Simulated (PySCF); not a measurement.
A structure optimised at PBE0-D3(BJ)/def2-SVP, used in a PySCF frequency run:

```
S
O 1 1.4135
O 1 1.4191 2 132.61
O 1 1.5375 2 111.23 3 180.00
H 4 0.9889 1 115.31 2 180.00
```
Charge +1, spin multiplicity 1.

Question: Write its SMILES, formula and point group.

Answer: O=S(=O)=[OH+], HO₃S, Cs

Question: What are its rotational constants (standard atomic weights)?

Answer: 9.8570, 9.2646, 4.7758 GHz
